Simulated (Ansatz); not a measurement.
Cost and result for the atomization energy of `O[SiH](O)/C=C\[SiH2]Cl` (14 atoms, 13 bonds).

```xyz
14

O     2.488   -1.519   -0.280
Si    1.123   -1.049    0.494
O    -0.261   -1.488   -0.289
C     0.940    0.790    0.563
C    -0.170    1.438    0.190
Si   -1.791    0.733   -0.438
Cl   -3.030    2.400   -0.560
H     2.670   -1.134   -1.139
H     1.218   -1.716    1.812
H    -0.588   -2.386   -0.219
H     1.784    1.382    0.918
H    -0.175    2.528    0.256
H    -1.736    0.198   -1.814
H    -2.471   -0.177    0.507
```

Total charge 0; spin multiplicity 1. The geometry is a stationary point of PBE0-D4/def2-TZVP. It is one conformer, not always the lowest. Program: Ansatz. All runs use 2 threads of an AMD EPYC 7R13 on a shared host and a share of an NVIDIA H100 80 GB. Times are those of one run each, without the atoms' runs, and a repeat can differ threefold. Electronic energies, without spin–orbit coupling; frozen cores. CCSD(T)/CBS adds CCSD(T) − MP2 in def2-TZVPP to the MP2 limit, and its time is that of the two runs behind it. T1 = 0.011; the RHF reference is unstable towards UHF. B3LYP takes the VWN-RPA correlation (the form of Gaussian; ORCA's B3LYP/G).

CCSD(T)/CBS is a level of theory with its own doubt, some kJ/mol a heavy atom from the limit and from the frozen cores, so smaller differences don't rank the functionals.

| level | functions | wall time |
| --- | --- | --- |
| B3LYP-D4/def2-TZVPP (with forces) | 348 | 2.6 s |
| PBE0-D4/def2-TZVPP | 348 | 2.8 s |
| ωB97X-V/def2-TZVPP | 348 | 3.2 s |
| B2PLYP/def2-TZVPP | 348 | 3.3 s |
| r2SCAN-D4/def2-TZVPP (with forces) | 348 | 3.8 s |
| PBE-D4/def2-TZVPP (with forces) | 348 | 3.8 s |
| ωB97M-V/def2-TZVPP (with forces) | 348 | 4.1 s |
| MP2/def2-QZVPP | 648 | 6 s |
| CCSD(T)/def2-TZVPP | 348 | 12 s |
| CCSD(T)/CBS(def2) | – | 18 s |

(1) What atomization energy does each give, and how far from CCSD(T)/CBS? (Estimate.)

Results:

(1) Computed: 
```
                             level  atomization (kcal/mol)  difference from CCSD(T)/CBS  per bond
 B3LYP-D4/def2-TZVPP (with forces)                  1278.4                         -9.8      -0.8
                PBE0-D4/def2-TZVPP                  1278.2                        -10.0      -0.8
                ωB97X-V/def2-TZVPP                  1287.6                         -0.6       0.0
                 B2PLYP/def2-TZVPP                  1266.9                        -21.3      -1.6
r2SCAN-D4/def2-TZVPP (with forces)                  1287.0                         -1.2      -0.1
   PBE-D4/def2-TZVPP (with forces)                  1299.5                         11.3       0.9
  ωB97M-V/def2-TZVPP (with forces)                  1289.1                          0.9       0.1
                    MP2/def2-QZVPP                  1300.9                         12.7       1.0
                CCSD(T)/def2-TZVPP                  1250.5                        -37.7      -2.9
                 CCSD(T)/CBS(def2)                  1288.2                          0.0       0.0
```

The D4 term adds +15.5 kcal/mol with B3LYP and +8.2 kcal/mol with PBE0; it sums over pairs of atoms, weighted by their polarisabilities, and B3LYP, whose exchange is more repulsive, gets the larger term. In def2-TZVPP, CCSD(T) changes the Hartree–Fock value by +311.8 kcal/mol (the triples alone add +20.1 kcal/mol) and MP2 by +339.8 kcal/mol; breaking electron pairs costs correlation energy, which Hartree–Fock lacks. From PBE to PBE0 (25 % exact exchange), in def2-TZVPP and without D4, the atomization energy moves by −19.9 kcal/mol: exact exchange takes away binding that semilocal exchange gives to molecules.
